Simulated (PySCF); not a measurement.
**Dipole moment and polarisability of `C[O][GeH2][Br]`**

CH₅BrGeO.
Structure used (PBE0-D3(BJ)/def2-SVP), in Å, numbered top down from 1:
```
atom  x, y, z in Å
C1    -1.2940    0.4995   -0.1857
O2    -0.5095   -0.2538    0.7016
Ge3    1.1495   -0.6978    0.2952
Br4    2.3690    1.2335   -0.0584
H5    -2.3180    0.5435    0.2151
H6    -1.3423    0.0497   -1.1958
H7    -0.9192    1.5337   -0.2898
H8     1.7030   -1.4188    1.5230
H9     1.1858   -1.4818   -1.0268
```

Level: CAM-B3LYP/def2-SVPD (PySCF), static field, nuclei fixed, core orbitals frozen in the response. The polarisability tensor in these axes (au):

```
x   74.78  5.04  0.59
y    5.04 71.01 -2.50
z    0.59 -2.50 60.10
```

Problem. Give the principal values, the mean and the anisotropy Δα = √{½[(α1 − α2)² + (α2 − α3)² + (α1 − α3)²]}.

Solution. Principal values 59.35, 68.22 and 78.33 au; mean 68.63 au = 10.17 Å³ = 11.32 × 10⁻⁴⁰ C²·m²/J; Δα = 16.44 au (24 % of the mean).

Problem. What is the dipole moment, and where does it point?

Solution. (-0.65, -1.20, -0.77) D, 1.57 D in size, pointing from the negative to the positive side. Measured along this direction, the outermost atoms are Br4 at the negative end and H9 and H6 at the positive end.

Problem. In a dilute gas of rigid molecules at 500 K, how does the orientational term μ²/3kT compare with the electronic polarisability?

Solution. In Gaussian units μ²/3kT = 11.89 Å³ against 10.17 Å³, a ratio of 1.17; the Debye molar polarisation (4π/3)N_A(α + μ²/3kT) is 55.7 cm³/mol, leaving out the vibrational part.

Problem. Estimate the molar refractivity from the static electronic polarisability.

Solution. Lorentz–Lorenz: R = (4π/3)N_A α = 2.5225 cm³/(mol·Å³) × 10.17 Å³ = 25.7 cm³/mol, in the limit of long wavelengths.

Problem. Give the eigenvalues of the traceless quadrupole moment Θ = ½Σq(3rr − r²1), origin at the centre of nuclear charge.

Solution. -6.02, 0.32, 5.70 D·Å. The values depend on the origin, since the dipole doesn't vanish. The electronic extent ⟨r²⟩ about the same centre is 879 bohr², a root-mean-square distance of 1.69 Å for the 86 electrons.

Problem. Form Σ f/ω² (atomic units) for the 10 lowest TDDFT singlets, given as eV and f, and set it beside the mean polarisability, which is this sum over all singlets: 6.41, 0.0221; 6.58, 0.0203; 6.91, 0.0459; 7.18, 0.0038; 7.43, 0.0038; 7.68, 0.0038; 7.69, 0.0010; 7.79, 0.0271; 7.90, 0.0834; 7.99, 0.0632.

Solution. They add up to 3.68 au, 5.4 % of the 68.63 au; the largest single term is 0.99 au, from the state at 7.90 eV. Terms in order: 0.40, 0.35, 0.71, 0.06, 0.05, 0.05, 0.01, 0.33, 0.99, 0.73 au. Higher excitations give the rest. The strengths listed sum to 0.274.

The structure is a single PBE0-D3(BJ)/def2-SVP conformer in the gas phase; no vibrational or solvent corrections. The calculation is non-relativistic, for germanium and bromine too.
